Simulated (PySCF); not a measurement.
Computed IR spectrum (relative IR intensity) of a molecule C3F5, multiplicity 2. The structure is a stationary point at PBE-D3(BJ)/def2-SVP. Other conformers were not sampled. Level of theory: PBE-D3(BJ)/def2-SVP run with PySCF 2.14.0. Frequencies are harmonic and unscaled.

Lines under 2 % of the strongest are left out, and lines within 2 cm⁻¹ are merged.

```
ν (cm⁻¹)  relative intensity
--------  ------------------
704                      6.4
830                      2.0
1064                      63
1154                      74
1183                     100
1236                      13
1348                      33
1763                      30
```

Problem. Which molecule gave these data?
A. FC(F)=[C]C(F)(F)F
B. F[C]=C(F)C(F)(F)F
C. F[C](F)C(F)=C(F)F

Solution. B, F[C]=C(F)C(F)(F)F
